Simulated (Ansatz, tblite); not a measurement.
Cost and result up the ladder for GeCl2 (3 atoms). Total charge 0; singlet. Geometry: PBE-D4/def2-TZVP.

```
atom   x (Å)   y (Å)   z (Å)
 Ge1   0.020   0.677  -0.652
 Cl2  -1.242   0.490   1.147
 Cl3   1.222  -1.166  -0.495
```

Ansatz on 2 threads of AMD EPYC 7R13 on a shared host; xTB runs through tblite on one thread. Times are rough, summed over both states, and most runs start from the orbitals of an earlier one. PBE0-D4/def2-TZVP serves as the yardstick here, not as an exact answer. The other state is a triplet.

The xTB rows come from tblite.

xTB has no spin-polarisation term.

```
                          level  functions  wall time  vertical triplet (eV)  difference from PBE0-D4/def2-TZVP (eV)
                       GFN2-xTB         27    0.004 s                   4.03                                    1.31
                       GFN1-xTB         27    0.005 s                   2.95                                    0.23
               PBE-D4/def2-TZVP        122      2.4 s                   2.79                                    0.07
PBE0-D4/def2-TZVP (with forces)        122      4.7 s                   2.72                                    0.00
            r2SCAN-D4/def2-TZVP        122      5.5 s                   2.65                                   -0.07
```
